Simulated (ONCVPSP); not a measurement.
## Potentials for Ba (Z = 56) compared

Generated with ld1.x 7.5 (TM, RRKJ, ultrasoft, PAW), atompaw 4.2 or ONCVPSP 4.0.1. The cutoff is in Ry: for ld1.x and atompaw files where the sum of valence levels is converged to 10 mRy in a Bessel basis, for ONCV files where the hardest occupied wave has 1 mHa per electron of residual kinetic energy. The error is the largest all-electron minus pseudo excitation energy over each file’s own four to seven test configurations (ionisations up to +4, promotions, holes and added fractions of an electron), all of which were solved. The labels leave out finer settings (local radius, basis sizes, second energies), which also bear on the numbers. Spin-polarised tests are not counted. The rows are a selection from randomly drawn settings: files with unsolved tests, undetermined cutoffs or missed reference levels are left out.

| potential | cutoff (Ry) | largest error (meV) | bound ghosts |
| --- | --- | --- | --- |
| ONCV, PBEsol, scalar-relativistic, rc 2.25/3.20/2.75 (spd), local smoothed, core correction yes, reference 5s2 5p6 6s1 6p1, qcut 4.2/5.2/3.3, projectors 2/2/2 | 15 | -49 | none |
| ONCV, PBE, scalar-relativistic, rc 3.05/2.75/2.75 (spd), local d, core correction yes, reference 5s2 5p6 6s1 6p1, qcut 3.6/5.1/3.2, projectors 2/2/0 | 11 | -299 | none |
| ONCV, LDA (Perdew-Wang 92), fully relativistic, rc 2.55/2.40/2.40 (spd), local d, core correction yes, reference 5s2 5p6 6s1 6p1, qcut 5.5/5.6/4.2, projectors 2/2/0 | 20 | -2.7 | none |
| ONCV, PBE, scalar-relativistic, rc 3.10/1.95/2.80 (spd), local smoothed, core correction yes, reference 5s2 5p6 6s2, qcut 5.1/4.3/3.5, projectors 2/2/3 | 34 | -11 | none |

Fill in the row for Ba: ONCV, PBE, scalar-relativistic, rc 2.40/2.90/2.75 (spd), local smoothed, core correction yes, reference 5s2 5p6 6s0.5, qcut 4.9/3.7/2.9, projectors 2/1/2.

cutoff 17 Ry, largest error +2.1 meV, bound ghosts: none.

Fill in the row for Ba: ONCV, LDA (Perdew-Zunger), scalar-relativistic, rc 2.20/1.80/1.80 (spd), local smoothed, core correction yes, reference 5s2 5p6 6s2, qcut 4.4/5.1/5.1, projectors 2/2/1.

cutoff 22 Ry, largest error -3.6 meV, bound ghosts: none.
